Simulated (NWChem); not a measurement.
System: AlO, doublet; SMILES [O]=[Al]

Here is an NWChem input.

```
start job
memory heap 200 mb stack 900 mb global 1100 mb
geometry units angstroms
  Al     0.000000     0.000000    -0.622993
  O      0.000000     0.000000     0.996825
end
basis spherical
  * library aug-pcseg-1
end
dft
  odft
  mult 2
  xc b3lyp
  iterations 150
end
driver
  maxiter 120
end
task dft optimize
task dft freq
```

Output (shortened):

```
             Northwest Computational Chemistry Package (NWChem) 7.3.0
             --------------------------------------------------------

 ORDER OF PRIMARY AXIS IS BEING SET TO 4
 C4V symmetry detected

                             Geometry "geometry" -> ""
                             -------------------------

 Output coordinates in angstroms (scale by  1.889725989 to convert to a.u.)

  No.       Tag          Charge          X              Y              Z
 ---- ---------------- ---------- -------------- -------------- --------------
    1 Al                  13.0000     0.00000000     0.00000000    -0.61707352
    2 O                    8.0000     0.00000000     0.00000000     1.00274448

 Effective nuclear repulsion energy (a.u.)      33.9756897972

      Symmetry information
      --------------------

 Group name             C4v
 Group number             18
 Group order               8
 No. of unique centers     2

                                Z-matrix (autoz)
                                --------

 Units are Angstrom for bonds and degrees for angles

      Type          Name      I     J     K     L     M      Value
      ----------- --------  ----- ----- ----- ----- ----- ----------
    1 Stretch                  1     2                       1.61982

                           NWChem Geometry Optimization
                           ----------------------------

 maximum gradient threshold         (gmax) =   0.000450
 rms gradient threshold             (grms) =   0.000300
 maximum cartesian step threshold   (xmax) =   0.001800
 rms cartesian step threshold       (xrms) =   0.001200
 fixed trust radius                (trust) =   0.300000
 source of zmatrix                         =   autoz

          -------------------
          Energy Minimization
          -------------------

 Using diagonal initial Hessian
 Scaling for Hessian diagonals: bonds = 1.00  angles = 0.25  torsions = 0.10

          --------
          Step   0

                                 NWChem DFT Module
                                 -----------------

 Summary of "ao basis" -> "ao basis" (spherical)
 ------------------------------------------------------------------------------
       Tag                 Description            Shells   Functions and Types
 ---------------- ------------------------------  ------  ---------------------
 Al                       aug-pcseg-1               11       27   5s4p2d
 O                        aug-pcseg-1                9       23   4s3p2d

      Symmetry analysis of basis
      --------------------------

        a1         20
        a2          0
        b1          4
        b2          4
        e          22

            General Information
            -------------------
          SCF calculation type: DFT
          Wavefunction type:  spin polarized.
          No. of atoms     :     2
          No. of electrons :    21
           Alpha electrons :    11
            Beta electrons :    10
          Charge           :     0
          Spin multiplicity:     2
          Use of symmetry is: on ; symmetry adaption is: on
          Maximum number of iterations: 150
          AO basis - number of functions:    50
                     number of shells:    20
          Convergence on energy requested:  1.00D-06
          Convergence on density requested:  1.00D-05
          Convergence on gradient requested:  5.00D-04

              XC Information
              --------------
                         B3LYP Method XC Potential
                     Hartree-Fock (Exact) Exchange  0.200
                        Slater Exchange Functional  0.800 local
                    Becke 1988 Exchange Functional  0.720 non-local
              Lee-Yang-Parr Correlation Functional  0.810
                  VWN I RPA Correlation Functional  0.190 local

             Grid Information
             ----------------
          Grid used for XC integration:  medium
          Radial quadrature: Mura-Knowles
          Angular quadrature: Lebedev.
          Tag              B.-S. Rad. Rad. Pts. Rad. Cut. Ang. Pts.
          ---              ---------- --------- --------- ---------
          Al                  1.25       88          14.0       590
          O                   0.60       49          12.0       434
          Grid pruning is: on
          Number of quadrature shells:   137
          Spatial weights used:  Erf1

      Superposition of Atomic Density Guess
      -------------------------------------

 Sum of atomic energies:        -316.58579480

      Non-variational initial energy
      ------------------------------

 Total energy =    -316.497957
 1-e energy   =    -507.033652
 2-e energy   =     156.560005
 HOMO         =      -0.262705
 LUMO         =       0.006300

   Symmetry analysis of molecular orbitals - initial alpha
   -------------------------------------------------------

 !! scf_movecs_sym_adapt:    8 vectors were symmetry contaminated

  Symmetry fudging

 !! scf_movecs_sym_adapt:    8 vectors were symmetry contaminated

  Numbering of irreducible representations:

     1 a1          2 a2          3 b1          4 b2          5 e

  Orbital symmetries:

[...]

      ----------------------
      Optimization converged
      ----------------------

  Step       Energy      Delta E   Gmax     Grms     Xrms     Xmax
  ---- ---------------- -------- -------- -------- -------- --------
@    2    -317.61505055 -8.6D-07  0.00005  0.00005  0.00061  0.00106
                                     ok       ok       ok       ok

                                Z-matrix (autoz)
                                --------

 Units are Angstrom for bonds and degrees for angles

      Type          Name      I     J     K     L     M      Value     Gradient
      ----------- --------  ----- ----- ----- ----- ----- ---------- ----------
    1 Stretch                  1     2                       1.64526   -0.00005

                         Geometry "geometry" -> "geometry"
                         ---------------------------------

 Output coordinates in angstroms (scale by  1.889725989 to convert to a.u.)

  No.       Tag          Charge          X              Y              Z
 ---- ---------------- ---------- -------------- -------------- --------------
    1 Al                  13.0000     0.00000000     0.00000000    -0.62979415
    2 O                    8.0000     0.00000000     0.00000000     1.01546511

 Effective nuclear repulsion energy (a.u.)      33.4503109563

      Symmetry information
      --------------------

 Group name             C4v
 Group number             18
 Group order               8
 No. of unique centers     2

                Final and change from initial internal coordinates
                --------------------------------------------------

                                Z-matrix (autoz)
                                --------

 Units are Angstrom for bonds and degrees for angles

      Type          Name      I     J     K     L     M      Value       Change
      ----------- --------  ----- ----- ----- ----- ----- ---------- ----------
    1 Stretch                  1     2                       1.64526    0.02544

 ==============================================================================
                                internuclear distances
 ------------------------------------------------------------------------------
       center one      |      center two      | atomic units |  angstroms
 ------------------------------------------------------------------------------
    2 O                |   1 Al               |     3.10909  |     1.64526
 ------------------------------------------------------------------------------
                         number of included internuclear distances:          1
 ==============================================================================

[second-derivative integrals and response iterations left out]

  Vibrational analysis via the FX method

  See chapter 2 in "Molecular Vibrations" by Wilson, Decius and Cross

  Vib: Default input used

[...]

 Rotational Constants
 --------------------
 A=   0.000000 cm-1  (  0.000000 K)
 B=   0.620174 cm-1  (  0.892272 K)
 C=   0.620174 cm-1  (  0.892272 K)

 Temperature                      =   298.15K
 frequency scaling parameter      =   1.0000

 Linear Molecule

 Zero-Point correction to Energy  =    1.324 kcal/mol  (  0.002109 au)
 Thermal correction to Energy     =    2.835 kcal/mol  (  0.004517 au)
 Thermal correction to Enthalpy   =    3.427 kcal/mol  (  0.005461 au)

 Total Entropy                    =   50.840 cal/mol-K
   - Translational                =   37.184 cal/mol-K (mol. weight =  42.9764)
   - Rotational                   =   13.530 cal/mol-K (symmetry #  =        1)
   - Vibrational                  =    0.126 cal/mol-K

 Cv (constant volume heat capacity) =    5.431 cal/mol-K
   - Translational                  =    2.979 cal/mol-K
   - Rotational                     =    1.986 cal/mol-K
   - Vibrational                    =    0.465 cal/mol-K

[normal modes left out]

 ----------------------------------------------------------------------------
 Normal Eigenvalue ||           Projected Infra Red Intensities
  Mode   [cm**-1]  || [atomic units] [(debye/angs)**2] [(KM/mol)] [arbitrary]
 ------ ---------- || -------------- ----------------- ---------- -----------
    1       -0.000 ||    0.000000           0.000         0.000       0.000
    2        0.000 ||    0.011536           0.266        11.246      10.714
    3        0.000 ||    0.019450           0.449        18.961      18.065
    4        0.000 ||    0.019450           0.449        18.961      18.065
    5        0.000 ||    0.011536           0.266        11.246      10.714
    6      926.278 ||    0.002630           0.061         2.564       2.443
 ----------------------------------------------------------------------------
```

Level: B3LYP/aug-pcseg-1, spin-unrestricted. No stability test was run on the SCF state.
